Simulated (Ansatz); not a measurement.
Geometry optimisation, RKS r2SCANh-D4/def2-SVP in Ansatz 0.2.0.

Input:

```yaml
crystal:
  periodic: [false, false, false]
  atoms:
    - { symbol: Si, position_ang: [0.618969, -1.311603, -0.037954] }
    - { symbol: Si, position_ang: [-0.448524, 1.783522, 1.276167] }
    - { symbol: H, position_ang: [0.064085, -1.041641, 1.320441] }
    - { symbol: H, position_ang: [1.055865, -2.734982, -0.069058] }
    - { symbol: C, position_ang: [-0.639937, -1.007124, -1.38601] }
    - { symbol: H, position_ang: [0.646496, 1.310558, 0.455455] }
    - { symbol: O, position_ang: [2.026472, -0.345483, -0.288279] }
    - { symbol: H, position_ang: [-0.110854, 1.587432, 2.717524] }
    - { symbol: H, position_ang: [-1.703506, 1.039366, 0.952518] }
    - { symbol: H, position_ang: [-0.689471, 3.237493, 1.023413] }
    - { symbol: H, position_ang: [-1.520296, -1.652575, -1.243574] }
    - { symbol: H, position_ang: [-0.203918, -1.254727, -2.366073] }
    - { symbol: H, position_ang: [-0.993168, 0.033091, -1.4219] }
    - { symbol: H, position_ang: [1.897888, 0.356674, -0.93257] }
basis:
  gaussian: { orbitals: def2-SVP }
hamiltonian:
  xc: r2scanh
  dispersion: d4
relax:
  f_tol: 0.03
  max_steps: 50
```

Command:

```bash
$ ansatz run input.yaml --threads 4 --pin off --max-ram 5120MiB --backend cpu --events-out ev --progress --plain --runs-dir out
```

Problem. Where does it end, and by what steps?

Solution. The run converged. After 11 steps the energy has fallen by 0.207 eV; H14 moved furthest, 0.49 Å.

```
step  energy less start (eV)  largest force component (eV/Å)  accepted
   0                  0.0000                           1.183       yes
   1                 -0.1365                           0.811       yes
   2                 -0.1566                           0.607       yes
   3                 -0.1735                           0.342       yes
   4                 -0.1884                           0.315       yes
   5                 -0.0552                           1.008        no
   6                 -0.1994                           0.140       yes
   7                 -0.2032                           0.083       yes
   8                 -0.2026                           0.254        no
   9                 -0.2047                           0.121       yes
  10                 -0.2057                           0.047       yes
  11                 -0.2065                           0.019       yes
```

```xyz
14
Properties=species:S:1:pos:R:3
Si 0.695 -1.437 -0.182
Si -0.534 2.018 1.365
H 0.166 -1.055 1.168
H 1.093 -2.870 -0.158
C -0.649 -1.164 -1.454
H 0.553 1.724 0.384
O 2.094 -0.599 -0.528
H -0.102 1.580 2.720
H -1.769 1.296 0.956
H -0.784 3.486 1.360
H -1.534 -1.770 -1.209
H -0.304 -1.456 -2.457
H -0.968 -0.112 -1.497
H 2.043 0.359 -0.468
```

Whether the end is a true minimum wasn't checked by a vibrational analysis.

Time of the run: 50 s on 4 threads of Arm Neoverse N1 (shared host), peak memory 0.28 GiB.
